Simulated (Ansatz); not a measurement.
Potential energy curve for AsH (cation, charge +1), lowest doublet found (which spin is the ground state isn't settled by this scan).

Levels of theory: UKS-PBE = unrestricted PBE/aug-cc-pVTZ (Ansatz, a quantum-chemistry and plane-wave program); UKS-CAM-B3LYP = Ansatz with unrestricted CAM-B3LYP/aug-cc-pVTZ; FCI = full CI/aug-cc-pVTZ, cores with 3d frozen in Ansatz.

Energies relative to the lowest point of each curve between 1.24 and 1.90 Å, where full CI is lowest, in eV; the last columns give the error against full CI:

```json
[
 {"R / Å": "1.08", "UKS-PBE": "4.049", "UKS-CAM-B3LYP": "3.907", "FCI": "4.017", "UKS-PBE − FCI": "0.031", "UKS-CAM-B3LYP − FCI": "-0.110"},
 {"R / Å": "1.17", "UKS-PBE": "2.230", "UKS-CAM-B3LYP": "2.111", "FCI": "2.177", "UKS-PBE − FCI": "0.053", "UKS-CAM-B3LYP − FCI": "-0.066"},
 {"R / Å": "1.24", "UKS-PBE": "1.308", "UKS-CAM-B3LYP": "1.209", "FCI": "1.252", "UKS-PBE − FCI": "0.056", "UKS-CAM-B3LYP − FCI": "-0.043"},
 {"R / Å": "1.32", "UKS-PBE": "0.627", "UKS-CAM-B3LYP": "0.553", "FCI": "0.579", "UKS-PBE − FCI": "0.049", "UKS-CAM-B3LYP − FCI": "-0.026"},
 {"R / Å": "1.36", "UKS-PBE": "0.401", "UKS-CAM-B3LYP": "0.339", "FCI": "0.359", "UKS-PBE − FCI": "0.042", "UKS-CAM-B3LYP − FCI": "-0.019"},
 {"R / Å": "1.42", "UKS-PBE": "0.170", "UKS-CAM-B3LYP": "0.129", "FCI": "0.141", "UKS-PBE − FCI": "0.029", "UKS-CAM-B3LYP − FCI": "-0.011"},
 {"R / Å": "1.46", "UKS-PBE": "0.076", "UKS-CAM-B3LYP": "0.049", "FCI": "0.056", "UKS-PBE − FCI": "0.019", "UKS-CAM-B3LYP − FCI": "-0.007"},
 {"R / Å": "1.53", "UKS-PBE": "0.001", "UKS-CAM-B3LYP": "0.000", "FCI": "0.000", "UKS-PBE − FCI": "0.001", "UKS-CAM-B3LYP − FCI": "0.000"},
 {"R / Å": "1.57", "UKS-PBE": "0.000", "UKS-CAM-B3LYP": "0.014", "FCI": "0.009", "UKS-PBE − FCI": "-0.009", "UKS-CAM-B3LYP − FCI": "0.004"},
 {"R / Å": "1.62", "UKS-PBE": "0.032", "UKS-CAM-B3LYP": "0.064", "FCI": "0.054", "UKS-PBE − FCI": "-0.023", "UKS-CAM-B3LYP − FCI": "0.010"},
 {"R / Å": "1.71", "UKS-PBE": "0.160", "UKS-CAM-B3LYP": "0.226", "FCI": "0.204", "UKS-PBE − FCI": "-0.044", "UKS-CAM-B3LYP − FCI": "0.022"},
 {"R / Å": "1.79", "UKS-PBE": "0.327", "UKS-CAM-B3LYP": "0.425", "FCI": "0.387", "UKS-PBE − FCI": "-0.060", "UKS-CAM-B3LYP − FCI": "0.038"},
 {"R / Å": "1.90", "UKS-PBE": "0.607", "UKS-CAM-B3LYP": "0.748", "FCI": "0.682", "UKS-PBE − FCI": "-0.075", "UKS-CAM-B3LYP − FCI": "0.066"},
 {"R / Å": "2.04", "UKS-PBE": "1.003", "UKS-CAM-B3LYP": "1.199", "FCI": "1.081", "UKS-PBE − FCI": "-0.078", "UKS-CAM-B3LYP − FCI": "0.118"},
 {"R / Å": "2.17", "UKS-PBE": "1.379", "UKS-CAM-B3LYP": "1.617", "FCI": "1.443", "UKS-PBE − FCI": "-0.064", "UKS-CAM-B3LYP − FCI": "0.175"},
 {"R / Å": "2.38", "UKS-PBE": "1.941", "UKS-CAM-B3LYP": "2.169", "FCI": "1.956", "UKS-PBE − FCI": "-0.015", "UKS-CAM-B3LYP − FCI": "0.213"},
 {"R / Å": "2.64", "UKS-PBE": "2.415", "UKS-CAM-B3LYP": "2.591", "FCI": "2.429", "UKS-PBE − FCI": "-0.014", "UKS-CAM-B3LYP − FCI": "0.162"},
 {"R / Å": "2.97", "UKS-PBE": "2.675", "UKS-CAM-B3LYP": "2.862", "FCI": "2.787", "UKS-PBE − FCI": "-0.112", "UKS-CAM-B3LYP − FCI": "0.075"},
 {"R / Å": "3.33", "UKS-PBE": "2.789", "UKS-CAM-B3LYP": "3.000", "FCI": "2.959", "UKS-PBE − FCI": "-0.171", "UKS-CAM-B3LYP − FCI": "0.041"},
 {"R / Å": "3.73", "UKS-PBE": "2.863", "UKS-CAM-B3LYP": "3.090", "FCI": "3.034", "UKS-PBE − FCI": "-0.171", "UKS-CAM-B3LYP − FCI": "0.057"}
]
```

UKS-PBE is furthest from FCI at 3.73 (-0.171 eV, below); its mean absolute error over the points is 0.056 eV.

UKS-CAM-B3LYP is furthest from FCI at 2.38 (0.213 eV, above); its mean absolute error over the points is 0.063 eV.

The scan ran from 1.08 to 5.05 Å; beyond the distances shown full CI changes its symmetry label. The unrestricted determinant behind UKS-PBE is spin-contaminated at 2.64 to 3.73 Å (<S²> up to 1.8, against 0.75 for a pure doublet). The unrestricted determinant behind UKS-CAM-B3LYP is spin-contaminated at 2.38 to 3.73 Å (<S²> up to 1.8, against 0.75 for a pure doublet).
